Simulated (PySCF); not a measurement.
A compound of formula C29H23B has these computed shifts in ppm, with the number of atoms in brackets (GIAO KT3/pcSseg-1, gas phase, PySCF SCF with an in-house response code, fitting set def2-universal-JFIT, grid level 2, non-relativistic, on the GFN2-xTB geometry; 11B against isolated BF3·OEt2; 13C, 1H against isolated TMS).

1H: 9.13 (1), 7.65 (1), 7.63 (1), 7.52 (1), 7.49 (1), 7.33 (1), 7.32 (1), 7.27 (1), 7.18 (1), 7.12 (1), 6.90 (2), 6.86 (1), 6.80 (1), 2.46 (3), 2.30 (6)
13C: 151.6 (1), 148.3 (1), 140.9 (1), 136.8 (1), 131.3 (2), 131.1 (1), 130.7 (1), 130.5 (1), 128.7 (1), 126.7 (1), 125.0 (1), 125.0 (1), 123.8 (1), 123.2 (1), 123.1 (1), 122.4 (1), 121.7 (1), 121.6 (1), 121.4 (1), 121.3 (1), 120.9 (1), 119.8 (2), 118.5 (1), 117.6 (1), 24.8 (2), 24.3 (1)
11B: 64.2 (1)

Question: Which structure gave them?

Answer: Cc1cc(C)c(B2c3ccccc3-c3c2ccc2ccc4ccccc4c32)c(C)c1. Other isomers were not compared.
